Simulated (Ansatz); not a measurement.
CH$_{6}$BClOSi. Charge 0, multiplicity 1. The bonds changed during the relaxation, so this is another structure than the one it started from.

```xyz
11

B    -0.5235   -0.6246    1.4591
C    -0.2171   -0.4703   -0.0673
O    -0.7197   -1.3447   -0.9165
Si    0.9591    0.8750   -0.7140
Cl   -1.7468    0.7981    0.7830
H    -1.1591   -1.5799    1.7923
H     0.2491   -0.1134    2.2176
H    -0.6348   -1.0522   -1.8344
H     2.2458    0.1838   -0.9983
H     1.1399    1.9488    0.2804
H     0.4071    1.3794   -2.0018
```

**Question.** List the harmonic frequencies (cm⁻¹, unscaled) at PBE0-D4/def2-TZVP in Ansatz. (Best estimate.)

**Answer.** Ansatz gave: 108, 149, 179, 217, 335, 407, 459, 592, 630, 652, 657, 770, 845, 904, 925, 943, 980, 1052, 1198, 1332, 1402, 2215, 2223, 2297, 2568, 2657, 3752.

**Question.** Is this a minimum?

**Answer.** Yes, all 27 modes are real.

**Question.** Give the ideal-gas thermochemistry at 298.15 K and 1 bar (rigid rotor, harmonic oscillator; point group C1, symmetry number 1).

**Answer.** Zero-point energy 182.1 kJ/mol; H(298) − E = 203.6 kJ/mol; entropy 348.0 J/(mol·K), of which translation 167.3, rotation 114.2, vibration 66.5; G(298) − E = 99.9 kJ/mol.

**Question.** And at 400, 500, 600, 800 and 1000 K?

**Answer.** 
| T (K) | H − E (kJ/mol) | S (J/mol/K) | G − E (kJ/mol) |
| --- | --- | --- | --- |
| 400 | 216.7 | 385.4 | 62.5 |
| 500 | 231.6 | 418.6 | 22.3 |
| 600 | 248.1 | 448.8 | -21.1 |
| 800 | 284.9 | 501.5 | -116.3 |
| 1000 | 325.3 | 546.5 | -221.2 |

**Question.** Rotational constants (cm⁻¹)?

**Answer.** 0.1331, 0.07888, 0.06334.
